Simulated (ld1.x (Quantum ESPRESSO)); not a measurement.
## Building the ultrasoft potential for silver (LDA (PZ), scalar-relativistic).

Ag, ultrasoft, made with ld1.x (Quantum ESPRESSO) 7.5 (LDA (PZ), scalar-relativistic). Core [Ar] 3d10, reference 4s2 4p6 4d10 5s0 5p0 (charge +1). Waves: 4s (bound): rcut 1.30, rcutus 1.75 bohr; 5s (bound, empty): rcut 1.30, rcutus 1.75 bohr; 4p (bound): rcut 1.35, rcutus 1.65 bohr; 5p (bound, empty): rcut 1.35, rcutus 1.65 bohr; 4d (bound): rcut 1.25, rcutus 1.35 bohr; 4d channel at 0.2 Ry: rcut 1.25, rcutus 1.35 bohr. Local part: all-electron potential smoothed inside 1.20 bohr (lloc = -1). Core correction: none. Augmentation charge: built from norm-conserving waves at rcut, not smoothed further.

All-electron outer shells of the reference configuration (LDA (PZ), scalar-relativistic, ld1.x):

```tsv
shell	level (eV)	outermost node (bohr)	outermost maximum (bohr)
3d	-367.08	–	0.27
4s	-103.37	0.44	0.82
4p	-66.98	0.44	0.87
4d	-15.92	0.43	1.04
5s	-11.63	1.11	2.34
5p	-6.42	1.24	3.00
```

Results:

```json
{
 "Largest excitation error": "-3579 meV (all-electron minus pseudo) for 4s2 4p6 4d9 5s2 5p0, out of 7 test configurations",
 "Lowest eigenvalue of the overlap operator": "-0.13 (p channel); it is negative, so in a basis up to 400 Ry S is not positive definite and the file is unfit for use"
}
```

The ghost test of this file was not conclusive. Its overlap operator is not positive definite in a basis up to 400 Ry (lowest eigenvalue s -0.06, p -0.13), so the file is unfit for use: the generalised eigenproblem breaks down once the basis is large enough, and its test numbers describe a broken file.

Generation and tests took about 3.9 s on one core of a shared server CPU.
